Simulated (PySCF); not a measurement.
**Deuteron quadrupole couplings in `C[C@H]1OC[SiH2]1`**

Compound: C3H8OSi.
Structure used (GFN2-xTB), in Å, numbered top down from 1:
```
atom  x, y, z in Å
C1     1.678   -0.452   -0.186
C2     0.514    0.023    0.675
O3     0.079    1.345    0.299
C4    -1.238    1.119   -0.219
Si5   -1.226   -0.724    0.311
H6     1.978   -1.453    0.114
H7     1.393   -0.468   -1.236
H8     2.525    0.222   -0.074
H9     0.833    0.050    1.724
H10   -1.265    1.324   -1.294
H11   -1.948    1.791    0.270
H12   -1.291   -1.717   -0.759
H13   -2.036   -1.060    1.479
```

Level: PBE0/pcSseg-1 (PySCF, non-relativistic); Q(2H) = 0.00286 b; rigid geometry, the same for H and D, with no vibrational averaging.

Question: Rank these positions by the coupling χzz of a deuteron there, largest first.
A. H8 (methyl hydrogen)
B. H12 (Si–H hydrogen)
C. H9 (methine hydrogen)
D. H11 (methylene hydrogen)

Answer: A (211 kHz), D (204 kHz), C (198 kHz), B (110 kHz).

Question: Give the electric field gradient Vzz (the principal value of largest size), its asymmetry and the 2H coupling at each hydrogen.

Answer: 
```
atom  bonded to  bond length (Å)  Vzz (au)     η  χzz (kHz)
  H6         C1            1.088    0.3158  0.02        212
  H7         C1            1.088    0.3140  0.03        211
  H8         C1            1.088    0.3135  0.02        211
  H9         C2            1.097    0.2945  0.06        198
 H10         C4            1.095    0.3004  0.07        202
 H11         C4            1.093    0.3042  0.07        204
 H12        Si5            1.461    0.1637  0.00        110
 H13        Si5            1.461    0.1639  0.00        110
```

Question: Average by the element that carries the hydrogen.

Answer: on C: 206 kHz over 6 positions, mean bond length 1.091 Å; on Si: 110 kHz over 2 positions, mean bond length 1.461 Å.

Question: Give the 2H NMR doublet splittings at H8 for a magnetic field along the z, y and x axes of the gradient: 3χ/2, 3χ(1 + η)/4, 3χ(1 − η)/4.

Answer: With |χ| = 210.6 kHz and η = 0.018: 316, 161 and 155 kHz, to first order and without motion.

Geometry: GFN2-xTB; no solvent, vibrations or thermal averaging. GFN2-xTB bond lengths can be off by several hundredths of an ångström, more for odd bonds, and the gradients follow them. These gradients aren't converged with respect to the basis.
